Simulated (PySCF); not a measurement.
Cl2Ge, charge +1, doublet, geometry from GFN2-xTB (a state made from the parent by changing its charge; the spin is typed, not shown lowest); B3LYP/aug-cc-pVDZ run with PySCF.

Input for PySCF:
```python
from pyscf import gto, scf, dft

mol = gto.Mole()
mol.atom = '''
    Ge   -0.00024667   -0.00711576    0.53700100
    Cl    1.14203502    1.43906514   -0.48590803
    Cl   -1.14157070   -1.42567077   -0.52491738
'''
mol.basis = 'aug-cc-pvdz'
mol.charge = 1
mol.spin = 1
mol.verbose = 4
mol.build()

mf = dft.UKS(mol)
mf.xc = 'b3lyp'
mf.kernel()
mf.analyze()
```

Output, abridged:

```
PySCF version 2.14.0

[INPUT] verbose = 4
[INPUT] num. atoms = 3
[INPUT] num. electrons = 65
[INPUT] charge = 1
[INPUT] spin (= nelec alpha-beta = 2S) = 1
[INPUT] symmetry False subgroup None
[INPUT] Mole.unit = angstrom
[INPUT] Symbol           X                Y                Z      unit          X                Y                Z       unit  Magmom
[...]
nuclear repulsion = 314.898699695716
number of shells = 25
number of NR pGTOs = 186
number of NR cGTOs = 90
basis = aug-cc-pvdz
ecp = {}

******** <class 'pyscf.dft.uks.UKS'> ********
method = UKS
initial guess = minao
damping factor = 0
level_shift factor = 0
DIIS = <class 'pyscf.scf.diis.CDIIS'>
diis_start_cycle = 1
diis_space = 8
diis_damp = 0
SCF conv_tol = 1e-09
SCF conv_tol_grad = None
SCF max_cycles = 50
direct_scf = True
direct_scf_tol = 1e-13
number electrons alpha = 33  beta = 32
XC library pyscf.dft.libxc version 7.1.2
    S. Lehtola, C. Steigemann, M. J. T. Oliveira, and M. A. L. Marques,  SoftwareX 7, 1–5 (2018)
XC functionals = b3lyp
    P. J. Stephens, F. J. Devlin, C. F. Chabalowski, and M. J. Frisch,  J. Phys. Chem. 98, 11623 (1994)
radial grids:
    Treutler-Ahlrichs [JCP 102, 346 (1995); DOI:10.1063/1.469408] (M4) radial grids

becke partition: Becke, JCP 88, 2547 (1988); DOI:10.1063/1.454033
pruning grids: <function nwchem_prune>
grids dens level: 3
symmetrized grids: False
atomic radii adjust function: <function treutler_atomic_radii_adjust>
small_rho_cutoff = 0
Set gradient conv threshold to 3.16228e-05
tot grids = 58400
init E= -2997.15604946489

cycle= 1 E= -2997.07645270214  delta_E= 0.0796  |g|= 0.36  |ddm|= 1.13
cycle= 2 E= -2996.77302365053  delta_E= 0.303  |g|= 0.78  |ddm|= 1.18
cycle= 3 E= -2997.17704279296  delta_E= -0.404  |g|= 0.0506  |ddm|= 0.745
cycle= 4 E= -2997.17820913058  delta_E= -0.00117  |g|= 0.0193  |ddm|= 0.0768
cycle= 5 E= -2997.17845021552  delta_E= -0.000241  |g|= 0.00346  |ddm|= 0.0199
cycle= 6 E= -2997.17845854418  delta_E= -8.33e-06  |g|= 0.000966  |ddm|= 0.00466
cycle= 7 E= -2997.17845942958  delta_E= -8.85e-07  |g|= 0.000204  |ddm|= 0.00169
cycle= 8 E= -2997.17845946631  delta_E= -3.67e-08  |g|= 6.59e-05  |ddm|= 0.000287
cycle= 9 E= -2997.17845947188  delta_E= -5.56e-09  |g|= 1.83e-05  |ddm|= 0.000129
cycle= 10 E= -2997.17845947242  delta_E= -5.46e-10  |g|= 5.13e-06  |ddm|= 5.75e-05
Extra cycle  E= -2997.17845947241  delta_E= 1.46e-11  |g|= 9.12e-06  |ddm|= 1.76e-05
converged SCF energy = -2997.17845947241  <S^2> = 0.75474854  2S+1 = 2.0047429
**** SCF Summaries ****
Total Energy =                       -2997.178459472406757
Nuclear Repulsion Energy =             314.898699695716459
One-electron Energy =                -4774.973564399560019
Two-electron Energy =                 1462.896405231436574
Two-electron Coulomb Energy =         1598.195589009997775
DFT Exchange-Correlation Energy =     -135.299183778561286
**** MO energy ****
                             alpha | beta                alpha | beta
[...]
To work with the spin densities directly, `use mulliken_meta_spin()` only printing them here.

 ** Mulliken spin pop alpha/beta on meta-lowdin orthogonal AOs **
 ** Mulliken Spin Density (per AO)  **
spin_pop of  0 Ge 1s        0.00000
spin_pop of  0 Ge 2s        0.00000
spin_pop of  0 Ge 3s        0.00002
spin_pop of  0 Ge 4s        0.28160
spin_pop of  0 Ge 5s        0.00140
spin_pop of  0 Ge 6s        0.00012
spin_pop of  0 Ge 2px      -0.00000
spin_pop of  0 Ge 2py      -0.00000
spin_pop of  0 Ge 2pz       0.00000
spin_pop of  0 Ge 3px      -0.00001
spin_pop of  0 Ge 3py      -0.00001
spin_pop of  0 Ge 3pz       0.00001
spin_pop of  0 Ge 4px      -0.00501
spin_pop of  0 Ge 4py      -0.01282
spin_pop of  0 Ge 4pz       0.23355
spin_pop of  0 Ge 5px       0.00014
spin_pop of  0 Ge 5py       0.00002
spin_pop of  0 Ge 5pz       0.00377
spin_pop of  0 Ge 6px       0.00002
spin_pop of  0 Ge 6py       0.00000
spin_pop of  0 Ge 6pz       0.00018
spin_pop of  0 Ge 3dxy      0.00017
spin_pop of  0 Ge 3dyz     -0.00005
spin_pop of  0 Ge 3dz^2    -0.00002
spin_pop of  0 Ge 3dxz     -0.00005
spin_pop of  0 Ge 3dx2-y2   -0.00000
spin_pop of  0 Ge 4dxy      0.00190
spin_pop of  0 Ge 4dyz     -0.00021
spin_pop of  0 Ge 4dz^2    -0.00028
spin_pop of  0 Ge 4dxz     -0.00025
spin_pop of  0 Ge 4dx2-y2    0.00016
spin_pop of  0 Ge 5dxy      0.00091
spin_pop of  0 Ge 5dyz     -0.00011
spin_pop of  0 Ge 5dz^2    -0.00032
spin_pop of  0 Ge 5dxz     -0.00014
spin_pop of  0 Ge 5dx2-y2   -0.00000
spin_pop of  1 Cl 1s       -0.00000
spin_pop of  1 Cl 2s       -0.00000
spin_pop of  1 Cl 3s       -0.00207
spin_pop of  1 Cl 4s       -0.00009
spin_pop of  1 Cl 5s        0.00011
spin_pop of  1 Cl 2px       0.00000
spin_pop of  1 Cl 2py       0.00000
spin_pop of  1 Cl 2pz       0.00001
spin_pop of  1 Cl 3px       0.01974
spin_pop of  1 Cl 3py       0.03588
spin_pop of  1 Cl 3pz       0.19257
spin_pop of  1 Cl 4px       0.00039
spin_pop of  1 Cl 4py       0.00047
spin_pop of  1 Cl 4pz       0.00079
spin_pop of  1 Cl 5px       0.00004
spin_pop of  1 Cl 5py       0.00007
spin_pop of  1 Cl 5pz      -0.00003
spin_pop of  1 Cl 3dxy      0.00015
spin_pop of  1 Cl 3dyz     -0.00024
spin_pop of  1 Cl 3dz^2     0.00001
spin_pop of  1 Cl 3dxz     -0.00013
spin_pop of  1 Cl 3dx2-y2   -0.00003
spin_pop of  1 Cl 4dxy     -0.00002
spin_pop of  1 Cl 4dyz      0.00006
spin_pop of  1 Cl 4dz^2    -0.00001
spin_pop of  1 Cl 4dxz      0.00003
spin_pop of  1 Cl 4dx2-y2   -0.00004
spin_pop of  2 Cl 1s       -0.00000
spin_pop of  2 Cl 2s       -0.00000
spin_pop of  2 Cl 3s       -0.00207
spin_pop of  2 Cl 4s       -0.00009
spin_pop of  2 Cl 5s        0.00011
spin_pop of  2 Cl 2px       0.00000
spin_pop of  2 Cl 2py       0.00000
spin_pop of  2 Cl 2pz       0.00001
spin_pop of  2 Cl 3px       0.01961
spin_pop of  2 Cl 3py       0.03119
spin_pop of  2 Cl 3pz       0.19740
spin_pop of  2 Cl 4px       0.00039
spin_pop of  2 Cl 4py       0.00047
spin_pop of  2 Cl 4pz       0.00080
spin_pop of  2 Cl 5px       0.00004
spin_pop of  2 Cl 5py       0.00006
spin_pop of  2 Cl 5pz      -0.00003
spin_pop of  2 Cl 3dxy      0.00015
spin_pop of  2 Cl 3dyz     -0.00022
spin_pop of  2 Cl 3dz^2    -0.00001
spin_pop of  2 Cl 3dxz     -0.00013
spin_pop of  2 Cl 3dx2-y2   -0.00003
spin_pop of  2 Cl 4dxy     -0.00002
spin_pop of  2 Cl 4dyz      0.00005
spin_pop of  2 Cl 4dz^2    -0.00000
spin_pop of  2 Cl 4dxz      0.00003
spin_pop of  2 Cl 4dx2-y2   -0.00004
 ** Mulliken Spin Density (per atom)  **
spin density of  0 Ge =      0.50467
spin density of  1 Cl =      0.24766
spin density of  2 Cl =      0.24767
 ** Mulliken pop alpha/beta on meta-lowdin orthogonal AOs **
 ** Mulliken pop       alpha | beta **
In total            33.00000 | 32.00000
 ** Mulliken atomic charges   ( Nelec_alpha | Nelec_beta ) **
charge of  0Ge =      0.94075  (    15.78196     15.27729 )
charge of  1Cl =      0.02962  (     8.60902      8.36136 )
charge of  2Cl =      0.02963  (     8.60902      8.36135 )

WARN: System has nonzero charge 1; the dipole moment is origin-dependent.
Location of origin: [0. 0. 0.]

Dipole moment(X, Y, Z, Debye): -0.00069, -0.01764,  1.32361
```
